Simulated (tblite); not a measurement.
C4H10OP2.
Structure used (GFN2-xTB), in Å, numbered top down from 1:
```xyz
17
C4H10OP2 angstrom
C      2.2601    0.7660    1.0416
C      1.8910   -0.1806    0.1954
C      0.6521   -0.9866    0.3617
P     -0.6328   -0.1416   -0.6717
C     -2.1995   -1.0226   -0.2815
O     -0.3169   -0.1144   -2.1088
P     -0.8214    1.8492    0.2340
H      3.1353    1.3705    0.8763
H      1.7076    0.9582    1.9488
H      2.4508   -0.3623   -0.7120
H      0.3154   -1.0038    1.3980
H      0.7692   -2.0021   -0.0205
H     -2.9846   -0.6001   -0.9057
H     -2.0766   -2.0739   -0.5353
H     -2.4588   -0.9167    0.7678
H     -1.8448    2.1342   -0.6665
H      0.1470    2.3387   -0.6325
```

All values are computed: GFN2-xTB (tblite) harmonic vibrations without scaling, gas phase. The method is semi-empirical: single wavenumbers can be off by several per cent or more. Modes of hydrogen on phosphorus can be 10 to 20 % off. One conformer, not necessarily the lowest.

Harmonic wavenumbers (cm⁻¹): 40.3, 74.8, 115.1, 139.9, 160.4, 170.7, 188.9, 242.2, 287.6, 349.1, 422.7, 467.8, 597.1, 686.2, 723.8, 736.1, 753.1, 798.9, 845.6, 851.2, 888.9, 951.1, 1008.1, 1025.8, 1105.3, 1156.7, 1172.1, 1243.2, 1278.8, 1303.9, 1394.3, 1418.5, 1420.7, 1433.6, 1698.3, 2285.3, 2347.7, 2960.2, 2981.5, 3004.5, 3007.8, 3032.1, 3067.7, 3082.9, 3127.5.

A = 2189, B = 1492, C = 1167 MHz; mass 136.021 u (most abundant isotopes); point group C1, symmetry number 1.

Q: Zero-point energy?

A: ½Σν̃ = 28024 cm⁻¹ = 335.24 kJ/mol.

Q: Give the ideal-gas entropy at 500 K and 1 bar in the rigid-rotor, harmonic-oscillator model (classical rotation).

A: Translation 180.87, rotation 127.05, vibration 213.67: S = 521.6 J/(mol K).

Q: And Cp and H(500 K) − H(0)?

A: Cp = 225.44 J/(mol K), of which vibrations give 192.18 (their classical limit is 45 R = 374.2); H(500 K) − H(0) = 69.61 kJ/mol without the zero-point energy, 52.98 from vibrations.

Q: What must be added to the electronic energy to get the Gibbs energy at 500 K and 1 bar?

A: ZPE + [H(500 K) − H(0)] − T·S = 335.24 + 69.61 − 260.80 = 144.05 kJ/mol.

Q: How do the functions run with temperature in this model?

A: 
| T (K) | S (J/(mol K)) | Cp (J/(mol K)) | H − H(0) (kJ/mol) | G − H(0) (kJ/mol) | ln q(vib) |
| --- | --- | --- | --- | --- | --- |
| 100 | 294.5 | 85.2 | 5.74 | -23.70 | 1.91 |
| 200 | 365.8 | 123.9 | 16.25 | -56.91 | 4.85 |
| 300 | 423.2 | 161.6 | 30.53 | -96.42 | 7.67 |
| 800 | 641.9 | 285.7 | 147.08 | -366.41 | 20.17 |
| 1000 | 708.6 | 312.2 | 207.01 | -501.61 | 24.52 |

q(vib) and H(0) count from the zero-point level.

Q: Blend soft modes into free rotors: weight 1/[1 + (100 cm⁻¹/ν̃)⁴] for the oscillator and the rest for a rotor with moment μB/(μ + B), μ = h/(8π²ν), B = 10⁻⁴⁴ kg m². What vibrational entropy results?

A: 198.20 J/(mol K) in place of 213.67, which changes −T·S at 500 K by +7.74 kJ/mol.

Hindered rotation and anharmonicity are outside this model. Other conformers, if any are populated, would add a mixing term that is left out. The structure is chiral; the term R ln 2 for an equal mix with its mirror image is left out.
